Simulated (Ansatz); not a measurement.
Breaking a bond: SLi (cation, charge +1), lowest singlet found (which spin is the ground state isn't settled by this scan).

Levels of theory: RCCSD(T) = CCSD(T) on RHF/aug-cc-pVDZ, frozen core in Ansatz (a program for electronic structure); RKS-CAM-B3LYP = restricted CAM-B3LYP/aug-cc-pVDZ (Ansatz); RKS-PBE = restricted PBE/aug-cc-pVDZ (Ansatz); FCI = full CI/aug-cc-pVDZ, frozen core (Ansatz).

Cost and accuracy over the 22 points of the scan, with FCI as yardstick. Costs are rough ratios of core time within Ansatz on shared cores, each with its mean field (Kohn-Sham runs search longer for lower solutions than correlated ones do); the miss is the largest error against full CI of the curve after the mean shift, in eV.

Task: Which is the cheapest of these levels that stays within 0.13 eV of FCI?

Result: RCCSD(T).

| level | relative cost | largest error |
|---|---|---|
| RCCSD(T) | 1 | 0.041 |
| RKS-CAM-B3LYP | 1 | 0.280 |
| RKS-PBE | 2 | 0.210 |

Costs within a factor of two of each other count as equal.

The restricted form behind RKS-CAM-B3LYP, RKS-PBE keeps the bonding electrons paired and can't separate into open-shell fragments. Also computed but left out beside FCI, since their determinant holds another spin at the minimum (<S²> over 0.7 above the pure value): UHF, UMP2, UCCSD, UCCSD(T), UKS-PBE, UKS-CAM-B3LYP, UKS-B3LYP/6-31G*, UHF/6-31G*, UKS-M06-2X/6-31G*, UKS-B3LYP/6-311+G**.
